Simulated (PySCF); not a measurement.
SMILES [SiH3]/C=C\O[SiH3], singlet at its GFN2-xTB optimised geometry (Å):

```
13

Si     1.9169     0.6304    -0.0094
C      0.9801    -0.9976     0.0000
C     -0.3458    -0.9976     0.0000
O     -1.0308     0.1631     0.0000
Si    -2.6183     0.5038    -0.0855
H      1.5899     1.4114     1.1857
H      1.5825     1.3990    -1.2108
H      3.3493     0.3140    -0.0126
H      1.4893    -1.9479     0.0049
H     -0.9504    -1.9006     0.0037
H     -2.5577     1.9479     0.0539
H     -3.1711     0.0520    -1.3653
H     -3.3493    -0.1644     0.9949
```

Method: PBE/def2-TZVP (PySCF). Cells within 0.4 Å of a nucleus heavier than hydrogen are left out (blank, or x).

Map of the electrostatic potential (hartree/e), clipped to [-0.08, 0.12] on the plane z = 0.0 Å:

```
|1111111111111111111111111111111|
|1111111111111111111111111111111|
|1111111111111111111111111111111|
|1111111111111111111111111111111|
|1111111111111111111111111111111|
|1111111111111111111111111111111|
|1111111221111111000111111111111|
|2222222333211100000111111111111|
|2222223898311100011122221111111|
|2222336999621000112355432111111|
|2233459999931000136999963111111|
|2234699999972000379999994210001|
|2335999999998301599999998411001|
|2346999xx99999726999xx999941001|
|2235999xx999xx977999xx999982101|
|223489999999xx99999999999961111|
|2223599999999999999999988621111|
|22223599999999x99xx999632111111|
|22222357888999xx9xx995321111111|
|1222223456799999999996211111111|
|1222223345799999999998321111111|
|1122222334699997589998321111111|
|1122222233589964348995321111111|
|1122222223345433234543221111111|
|1112222222333322222322221111111|
|1112222222222222222222211111111|
|1111222222222222222222111111111|
|1111122222222222222111111111111|
|1111111222222222111111111111111|
|1111111111222111111111111111111|
|1111111111111111111111111111111|
```
Scale: ten equal steps from -0.022 (start of '0') to 0.120 (end of '9'), in the order '0123456789'; x runs from -5.50 to 5.50, y from -5.50 (bottom) to 5.50 (top).
